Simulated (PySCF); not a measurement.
Species: Nb(CH2)(SMe)3, C4H11NbS3 (singlet state).
Structure used (PBE0-D3(BJ)/def2-SVP), in Å, numbered top down from 1:
```xyz
19
C4H11NbS3 angstrom
Nb     0.2836   -0.4101    0.5376
C      0.0009    0.4945    2.1583
H      0.9643    1.0576    2.0182
H     -0.5258    0.7160    3.0917
S      2.5004   -1.1657    0.6059
C      2.5714   -1.8286   -1.0970
H      1.5717   -2.0568   -1.5000
H      3.1484   -2.7632   -1.0718
H      3.0700   -1.1037   -1.7546
S      0.0041    1.2032   -1.1541
C     -0.0467    2.8926   -0.4788
H     -0.7787    2.9553    0.3358
H     -0.3330    3.5764   -1.2900
H      0.9468    3.1778   -0.1072
S     -1.2325   -2.1753    0.1629
C     -2.8086   -1.2683   -0.0583
H     -3.1084   -0.7748    0.8754
H     -3.5714   -2.0106   -0.3293
H     -2.7193   -0.5227   -0.8602
```

Computed with PBE0-D3(BJ)/def2-SVP geometry optimisation, gas phase, def2 core potentials past Kr (PySCF).

(1) Which atoms are bound to Nb1, and at what distances?

(2) List the angles at Nb1.

(3) What is the shape at Nb1?

(4) What are the other bond lengths?

(5) Give some angles away from the centre.

(6) What are the rotational constants (commonest isotopes, rigid rotor)?

Results:

(1) 4 atoms: C2 1.878 Å, S5 2.343 Å, S10 2.354 Å, S15 2.357 Å. The nearest atom not counted as bound is H3, at 2.19 Å.

(2) 
```csv
angle,degrees,distance of the outer atoms (Å)
C2–Nb1–S15,113.7,3.55
S5–Nb1–S15,111.8,3.89
S5–Nb1–S10,110.7,3.87
S10–Nb1–S15,108.8,3.83
C2–Nb1–S5,105.8,3.38
C2–Nb1–S10,105.8,3.39
```

(3) Distorted tetrahedral: angles from 105.8° to 113.7°; τ4 = (360° − α − β)/141° = 0.95 with α and β the two widest (0 for a square, 1 for a tetrahedron). The Nb–S distances aren't all alike: 2.343 to 2.357 Å.

(4) C2–H3 1.125 Å; C2–H4 1.094 Å; S5–C6, S10–C11 1.824 Å; C6–H7 and 8 like bonds 1.099 Å; S15–C16 1.832 Å.

(5) Nb1–S5–C6 97.3°, Nb1–S10–C11 111.9°, Nb1–S15–C16 101.6°.

(6) A = 847.0, B = 795.3, C = 555.9 MHz: an asymmetric top.

Point group: C1 (no symmetry element, even within 0.4 Å). Charge 0, singlet. No PBE0-D3(BJ)/def2-SVP frequencies stand behind this structure, so it isn't proved a minimum.
